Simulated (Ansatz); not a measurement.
Mulliken charges of H5InOSeSi (`[SiH3][O][InH][SeH]`) from ωB97M-V/def2-TZVPP in Ansatz (PBE0-D4/def2-TZVP geometry).

| atom | x (Å) | y (Å) | z (Å) | charge (e) |
| --- | --- | --- | --- | --- |
| Si1 | -0.749 | 1.351 | 0.282 | 0.337 |
| O2 | 0.623 | 0.779 | -0.369 | -0.575 |
| In3 | 1.499 | -0.974 | -0.685 | 0.664 |
| Se4 | 0.131 | -2.882 | 0.136 | -0.287 |
| H5 | -1.534 | 2.111 | -0.730 | -0.056 |
| H6 | -0.452 | 2.252 | 1.430 | -0.056 |
| H7 | -1.623 | 0.247 | 0.793 | -0.073 |
| H8 | 3.014 | -0.933 | -1.449 | -0.049 |
| H9 | -0.911 | -1.951 | 0.593 | 0.097 |

Question: By hand: the dipole of these point charges (1 e Å = 4.8032 D).

Answer: Σ q r = (0.341, -0.218, -0.155) e Å, of length 0.433 e Å = 2.08 D.

Question: How does the dipole of the full density compare? (An estimate is asked.)

Answer: Computed: (0.267, -0.196, -0.120) e Å, 1.69 D; the point charges give 1.23 times that, at 4° from its direction.

Point charges leave out the atoms' own dipoles, such as those of lone pairs, and Mulliken's split depends on the basis, so the two needn't agree.
